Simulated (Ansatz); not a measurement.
Molecule: PbI (charge +1, singlet). 
Geometry from a B3LYP-D3(BJ)/def2-TZVP (Ansatz, a first-principles code) optimisation:
SMILES: [I][Pb+]
```xyz
2

Pb     0.0000     0.0000    -1.0593
I      0.0000     0.0000     1.6389
```
Charge +1, spin multiplicity 1.

Property: vertical electron affinity (to the doublet state of charge +0; a negative value means that the extra electron is unbound and the number depends on the basis; each state is the SCF solution reached for its spin), in eV. Cores are frozen in the correlated levels unless marked. Open shells are spin-unrestricted. No spin-orbit coupling. The frozen core is the preceding noble-gas configuration, with the filled d and f shells of earlier blocks. In def2 rows, elements after Kr have scalar-relativistic effective core potentials. CBS marks a two-point X^-3 extrapolation of the correlation energy; Hartree-Fock from the larger set.

```json
[
 {"level": "SVWN5/def2-TZVPD", "program": "Ansatz", "vertical electron affinity (eV)": "6.65"},
 {"level": "r2SCAN/def2-TZVPD", "program": "Ansatz", "vertical electron affinity (eV)": "6.66"},
 {"level": "PBE0/def2-TZVPD", "program": "Ansatz", "vertical electron affinity (eV)": "6.64"},
 {"level": "BHLYP/def2-TZVPD", "program": "Ansatz", "vertical electron affinity (eV)": "6.65"}
]
```

### Question
Estimate the value at CCSD(T)/CBS(def2-TZVPPD,def2-QZVPPD) as computed with Ansatz.

### Answer
6.59 eV
